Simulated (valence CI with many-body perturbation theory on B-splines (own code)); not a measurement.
E1 transitions of Fe²¹⁺

Computed by relativistic CI+MBPT: three valence electrons over a frozen Dirac-Fock core [He], radial functions for each j: 11 s, 11 p, 9 d, 7 f, 5 g, 2 h, 1 i, with the one-electron correlation potential Σ1, the two-electron term Σ2, the three-electron term Σ3, Breit, model QED; selected CI, second order for the rest (own B-spline code, finite nucleus).

No measured spectrum was set against this ion. As an estimate, levels of excited configurations hold to 0.05 to 0.15 % of their energy, terms of the ground configuration to about 0.5 %.

Lines 151 to 200 of 248 in falling wavelength, among levels below 86.248 Ry, chosen from the strongest by gf and those to the six lowest levels. Wavelengths and rates use the calculated energies, so an error of 700 cm⁻¹ moves a line at 1.185 nm by 0.0083 % and its rate by three times that or more. Electric multipoles are in the length gauge, E1 and E2 with the static RPA response of the core. Weak lines are less certain than strong ones. Lines between different terms over intervals too small for the method are left out, as are lines whose strength nearly cancels. Where a level lies close to another of its J and parity, the split of strength between their lines is uncertain. The highest levels of a list are the least certain.

Names give the largest LS component (configuration and term), which can be under half, so a name can repeat, a term be missing and a line seem to break the LS rules; names also repeat where a configuration has a term twice. Letters in brackets count levels of one name in rising energy.

```
λ vac (nm)                 Upper           Lower   A (s⁻¹)  S (a.u.)
     1.185  2s 2p 3d 2P°_1/2 [b]   2s 2p2 2P_1/2  9.24e+12  1.52e-02
     1.184      2s 2p 3d 4D°_7/2   2s 2p2 4P_5/2  2.35e+13  1.54e-01
     1.182      2s 2p 3d 4D°_5/2   2s 2p2 4P_5/2  1.67e+13  8.17e-02
     1.182  2s 2p 3d 2D°_3/2 [a]   2s 2p2 4P_3/2  5.39e+11  1.76e-03
     1.181      2s 2p 3d 4P°_3/2   2s 2p2 4P_5/2  7.97e+12  2.59e-02
     1.180  2s 2p 3d 2D°_5/2 [a]   2s 2p2 4P_3/2  4.62e+12  2.25e-02
     1.180      2s 2p 3d 4D°_3/2   2s 2p2 4P_1/2  1.57e+13  5.10e-02
     1.179      2s 2p 3d 4D°_1/2   2s 2p2 4P_1/2  2.21e+13  3.58e-02
     1.179  2s 2p 3s 2P°_1/2 [b]   2s 2p2 4P_1/2  5.04e+12  8.15e-03
     1.178  2s 2p 3d 2F°_7/2 [b]   2s 2p2 2D_5/2  1.34e+13  8.64e-02
     1.178  2s 2p 3s 2P°_3/2 [b]   2s 2p2 4P_1/2  1.05e+12  3.38e-03
     1.178  2s 2p 3d 2F°_5/2 [b]   2s 2p2 2D_5/2  1.43e+12  6.91e-03
     1.177  2s 2p 3d 2F°_5/2 [a]   2s 2p2 4P_5/2  5.64e+11  2.73e-03
     1.177         2s2 3d 2D_3/2  2s2 2p 2P°_1/2  1.62e+13  5.21e-02
     1.175  2s 2p 3d 2F°_5/2 [b]   2s 2p2 2D_3/2  1.85e+13  8.89e-02
     1.175      2s 2p 3d 4D°_5/2   2s 2p2 4P_3/2  4.12e+12  1.98e-02
     1.175  2s 2p 3d 2D°_5/2 [b]   2s 2p2 2D_5/2  8.21e+11  3.94e-03
     1.175  2s 2p 3d 2D°_3/2 [a]   2s 2p2 4P_1/2  1.36e+12  4.35e-03
     1.174      2s 2p 3d 4P°_3/2   2s 2p2 4P_3/2  1.14e+13  3.63e-02
     1.174       2s 2p 3p 4D_1/2  2s2 2p 2P°_3/2  2.09e+11  3.33e-04
     1.174      2s 2p 3d 4P°_1/2   2s 2p2 4P_3/2  1.72e+13  2.74e-02
     1.173  2s 2p 3d 2D°_3/2 [b]   2s 2p2 2D_3/2  3.22e+12  1.03e-02
     1.172  2s 2p 3d 2D°_5/2 [b]   2s 2p2 2D_3/2  3.56e+11  1.70e-03
     1.170       2s 2p 3p 4D_3/2  2s2 2p 2P°_3/2  7.20e+11  2.28e-03
     1.170  2s 2p 3d 2F°_5/2 [a]   2s 2p2 4P_3/2  1.18e+11  5.58e-04
     1.170  2s 2p 3d 2F°_7/2 [a]   2s 2p2 4P_5/2  1.19e+11  7.55e-04
     1.169    2p2 3p 2D°_3/2 [b]   2s 2p2 2P_1/2  1.26e+12  3.99e-03
     1.169  2s 2p 3d 2P°_1/2 [b]   2s 2p2 2D_3/2  1.01e+12  1.60e-03
     1.168  2s 2p 3d 2P°_3/2 [b]   2s 2p2 2D_3/2  1.01e+11  3.19e-04
     1.166      2s 2p 3d 4P°_3/2   2s 2p2 4P_1/2  1.08e+11  3.40e-04
     1.165   2s 2p 3p 2P_3/2 [a]  2s2 2p 2P°_3/2  9.03e+11  2.82e-03
     1.165  2s 2p 3d 2P°_3/2 [a]   2s 2p2 4P_3/2  1.07e+11  3.34e-04
     1.164   2s 2p 3p 2P_1/2 [a]  2s2 2p 2P°_3/2  5.66e+11  8.82e-04
     1.164        2p2 3p 2S°_1/2   2s 2p2 2D_3/2  2.51e+11  3.90e-04
     1.164       2s 2p 3p 4D_5/2  2s2 2p 2P°_3/2  4.89e+10  2.28e-04
     1.160       2s 2p 3p 4P_1/2  2s2 2p 2P°_3/2  1.61e+11  2.48e-04
     1.160    2p2 3p 2D°_3/2 [a]   2s 2p2 2D_3/2  1.36e+11  4.17e-04
     1.158       2s 2p 3p 4D_1/2  2s2 2p 2P°_1/2  1.52e+12  2.33e-03
     1.157  2s 2p 3d 2P°_3/2 [a]   2s 2p2 4P_1/2  1.10e+11  3.37e-04
     1.156        2p2 3p 4P°_1/2   2s 2p2 2D_3/2  2.99e+11  4.55e-04
     1.156        2p2 3p 4P°_5/2   2s 2p2 2D_3/2  1.13e+11  5.18e-04
     1.154       2s 2p 3p 4D_3/2  2s2 2p 2P°_1/2  7.28e+11  2.21e-03
     1.153    2p2 3p 2D°_3/2 [b]   2s 2p2 2D_3/2  9.69e+11  2.93e-03
     1.153  2s 2p 3d 2P°_1/2 [a]   2s 2p2 4P_1/2  1.71e+11  2.58e-04
     1.152       2s 2p 3p 4P_3/2  2s2 2p 2P°_3/2  3.28e+12  9.90e-03
     1.150       2s 2p 3p 4P_5/2  2s2 2p 2P°_3/2  2.20e+12  9.92e-03
     1.150       2s 2p 3p 4S_3/2  2s2 2p 2P°_3/2  2.51e+12  7.53e-03
     1.149   2s 2p 3p 2P_3/2 [a]  2s2 2p 2P°_1/2  2.38e+12  7.14e-03
     1.148   2s 2p 3p 2P_1/2 [a]  2s2 2p 2P°_1/2  6.41e+12  9.57e-03
     1.147        2p2 3p 4S°_3/2   2s 2p2 2D_3/2  3.61e+11  1.07e-03
```
